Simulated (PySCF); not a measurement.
SMILES C/C=C\c1ccco1, GFN2-xTB optimised geometry.

```
16

C     -2.39    -0.36     0.01
C     -1.57    -1.61     0.00
C     -0.23    -1.65     0.00
C      0.67    -0.53     0.00
C      2.05    -0.53     0.00
C      2.45     0.82     0.00
C      1.30     1.55     0.00
O      0.22     0.75     0.00
H     -2.16     0.24     0.89
H     -3.45    -0.59     0.01
H     -2.16     0.25    -0.86
H     -2.11    -2.54     0.00
H      0.27    -2.61     0.00
H      2.68    -1.39     0.00
H      3.45     1.20     0.00
H      1.12     2.61     0.00
```

Density from PBE/def2-TZVP run with PySCF at that geometry.

Minimum of the electron density along straight lines between bonded atoms, close to the bond critical point (lines longer than 1.1 times the sum of covalent radii, or with two minima, are not listed):

```
bond    length / Å  ρ at the minimum / e bohr⁻³  ∇²ρ there / e bohr⁻⁵  position (fraction from the first atom)
------  ----------  ---------------------------  --------------------  ---------------------------------------
C1–C2        1.492                          ___                 -0.65                                     0.49
C2–C3        1.336                        0.346                 -1.02                                     0.50
C3–C4        1.439                        0.287                 -0.79                                     0.48
C4–C5        1.376                        0.326                 -0.92                                     0.52
C5–C6        1.411                        0.298                 -0.79                                     0.50
C6–C7        1.362                        0.332                 -0.95                                     0.48
C4–O8        1.354                        0.291                   ___                                     0.34
C7–O8        1.341                        0.298                   ___                                     0.34
C1–H9        1.090                        0.275                 -0.92                                     0.64
C1–H10       1.087                        0.279                 -0.94                                     0.64
C1–H11       1.089                        0.275                 -0.92                                     0.64
C2–H12       1.081                        0.285                 -0.99                                     0.64
C3–H13       1.081                        0.284                 -0.98                                     0.64
C5–H14       1.071                        0.288                 -1.02                                     0.65
C6–H15       1.071                        0.288                 -1.03                                     0.65
C7–H16       1.072                        0.293                 -1.06                                     0.65
```

### Question
Complete the blanks.

### Answer

- C1–C2, ρ at the minimum / e bohr⁻³: 0.258
- C4–O8, ∇²ρ there / e bohr⁻⁵: -0.38
- C7–O8, ∇²ρ there / e bohr⁻⁵: -0.29
